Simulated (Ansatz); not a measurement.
`C#CC[SeH]` → `C#C[SeH]` + `[CH2]` (triplet) at 600 K and 1 bar (formal loss of a carbene).

Program: Ansatz. Geometries: PBE0-D4/def2-TZVP. ΔE: electronic, gas phase. CCSD(T)/CBS adds triple-zeta CCSD(T) − MP2 to the extrapolated MP2 energy (def2 sets, frozen cores). This one scheme is used for every species. Triplets are unrestricted, without spin–orbit coupling. For Se outer-core shells are correlated without core-valence functions, which leaves a few kJ/mol of doubt a bond. Scalar relativity is left out up to krypton. One conformer a species, not always the lowest.

| species | CCSD(T)/CBS energy (Eh) | H − E (kJ/mol) | S (J/(mol·K)) |
| --- | --- | --- | --- |
| `C#CC[SeH]` | -2517.19031 | 190.5 | 384.1 |
| `C#C[SeH]` | -2477.92583 | 103.2 | 325.9 |
| `[CH2]` (triplet) | -39.09499 | 66.5 | 220.8 |

H − E and S are ideal-gas, rigid-rotor, harmonic terms from PBE0-D4/def2-TZVP, for one conformer and one mirror image of each species, with the whole ground term of open shells counted as degenerate. 1 Eh = 2625.50 kJ/mol, R = 8.31446 J/(mol·K).

Problem. By hand: ΔE, ΔH, ΔS and ΔG.

Solution. ΔE = (-2477.92583) + (-39.09499) − (-2517.19031) = 0.16949 Eh = 445.0 kJ/mol. Δ(H − E) = 103.2 + 66.5 − 190.5 = -20.8, so ΔH = 424.2 kJ/mol. ΔS = 325.9 + 220.8 − 384.1 = 162.6 J/(mol·K). ΔG = 424.2 − 600 × (162.6)/1000 = 326.6 kJ/mol.

Problem. By hand: the equilibrium constant, and the temperature at which ΔG would vanish if ΔH and ΔS stayed fixed.

Solution. log₁₀ K = −ΔG/(RT ln 10) = -28.4. ΔG = 0 at ΔH/ΔS = 2609 K, far beyond where these terms or the molecules hold.

The number of gas molecules changes by +1, which sets the sign of ΔS. A doubt of 5 kJ/mol in ΔE shifts log₁₀ K by 0.4 here. Other conformers and mirror images would add mixing entropy, several J/(mol·K) or more a flexible species. A triplet takes part, so the spin changes. These are equilibria of isolated gas molecules and say nothing of rates. Largest T1 diagnostic: 0.011 (customary marks: 0.02 for closed shells, 0.045 for open ones).
